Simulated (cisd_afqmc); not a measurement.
Input (AFQMC/CISD/def2-TZVPPD; cisd_afqmc is a phaseless AFQMC code with CISD trial states that reads the integrals written by Ansatz): A basis named .json is the Basis Set Exchange file of that set.

Ansatz 0.2 input:
```python
import cisd_afqmc

open("ham.yaml", "w").write("""\
crystal:
  periodic: [false, false, false]
  atoms:
    - {symbol: Sb, position_ang: [0.00000000, 0.00000000, 0.00000000]}
basis:
  gaussian:
    orbitals: def2-TZVPPD.json
total_charge: -1
magnetization: {spin_polarized: true, initial_magnetization: 2}
correlation: {method: ccsd, electrons: outside_noble_gas, hamiltonian_folder: ham}
scf: {lower_state_search: full}
""")
rep = cisd_afqmc.ansatz("ham.yaml")
e_ccsd = rep["correlation"]["coupled_cluster"]["energy"]["hartree"]
out = cisd_afqmc.run("ham", e_ccsd, trial="CISD", walkers=200, populations=8, threads=8, dt=0.005, steps=40, early=36, settle=10, least=32,
    cut=5e-5, rank_cut=2e-4, target=0.0004, seconds=1500, seed=1, memory=17280, gpu=False)
```

Output:

```
orbitals 47, occupied [4, 2], factors 256 of 336, rank of the doubles 133 of 262
E(HF) = -239.271158
E(CCSD) on the cut factors = -239.370345, shift to the whole factors -0.000011
Energy of the trial state on the determinant = -239.370271
  tau behind 10.8 of longer steps, mean of the populations' last blocks
   2.0  -239.37483
   4.0  -239.37469
   6.0  -239.37467
   8.0  -239.37491
blocks 284 (1 outliers left out), error by blocks joined: 1: 0.00005, 2: 0.00007, 4: 0.00009, 8: 0.00010, 16: 0.00011
E(AFQMC/CISD) = -239.37483 +/- 0.00011
```
